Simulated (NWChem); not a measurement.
# CH4F2NV; SMILES [F][V]([CH3])(=[NH])[F]

Not confirmed as a minimum by frequencies. B3LYP is NWChem's, with the RPA form of VWN correlation.

Problem. Give the equilibrium geometry at B3LYP/6-31G* (spherical d) (NWChem) as an XYZ file, with the point group.

Solution. point group Cs; any orientation.
```
9

V      0.0979    -0.0307     0.0000
N      0.3520    -1.6173     0.0000
H      0.6410    -2.5919     0.0000
F      0.6626     0.7045    -1.4552
F      0.6626     0.7045     1.4552
C     -1.9093     0.0895     0.0000
H     -2.3121    -0.3960    -0.8943
H     -2.3121    -0.3960     0.8943
H     -2.1563     1.1596     0.0000
```
